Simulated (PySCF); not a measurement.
**Rh²⁺: excitation energy**

Rh²⁺ [Kr] 4d7 (4F) → Rh²⁺ [Kr] 4d6 5p1 (high-spin determinant), as a difference of total energies. Calculation: PySCF 2.14, in x2c-TZVPPall; the spin-free X2C one-electron Hamiltonian (Gaussian nucleus). Correlated levels: valence and next inner shell: [Ar] 3d10 frozen. The calculations carry no spin-orbit coupling.

```json
{"method": "UHF", "excitation energy (cm⁻¹)": "86147"}
{"method": "MP2 (valence and next inner shell)", "excitation energy (cm⁻¹)": "90864"}
{"method": "SCS-MP2 (valence and next inner shell)", "excitation energy (cm⁻¹)": "92797"}
{"method": "CCSD (valence and next inner shell)", "excitation energy (cm⁻¹)": "90719"}
{"method": "CCSD(T) (valence and next inner shell)", "excitation energy (cm⁻¹)": "90618"}
```

The basis was made for the ground configuration and has no added diffuse functions, so the excitation energy can come out too high.

The determinant of the upper state mixes LS terms, which raises its energy above the lowest term, most at the Hartree-Fock and MP2 levels.
